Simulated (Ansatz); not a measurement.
`OBCS[SiH3]` + `BC=C` → `BBO` + `C=CCS[SiH3]`  (redistribution)

Isolated molecules relaxed with PBE0-D4/def2-TZVP in Ansatz; ΔE leaves out vibrations. CCSD(T)/CBS is the MP2 limit (def2-TZVPP, def2-QZVPP) plus CCSD(T) − MP2 in def2-TZVPP, frozen cores. DFT in def2-TZVPP. One conformer a species, not always the lowest.

```csv
species,r2SCANh-D4 energy (Eh)
`OBCS[SiH3]`,-830.07897
`BC=C`,-103.98202
`BBO`,-127.29036
`C=CCS[SiH3]`,-806.73991
```

Question: Work out ΔE.

Answer: ΔE = (-127.29036) + (-806.73991) − (-830.07897) − (-103.98202) = 0.03072 Eh = +0.84 eV. CCSD(T)/CBS gives +0.83 eV.

Largest T1 diagnostic among the species: 0.013.

The D4 term adds −0.06 eV with B3LYP and −0.04 eV with PBE0; it sums over pairs of atoms, weighted by their polarisabilities, and B3LYP, whose exchange is more repulsive, gets the larger term. Leaving LDA and LC-ωPBE aside and taking each functional with its dispersion term where it has one, the values, not all of them listed here, spread over 0.14 eV, from revPBE-D4 to B2PLYP.

B3LYP here is the variant with VWN-RPA as its local correlation; programs differ in this.
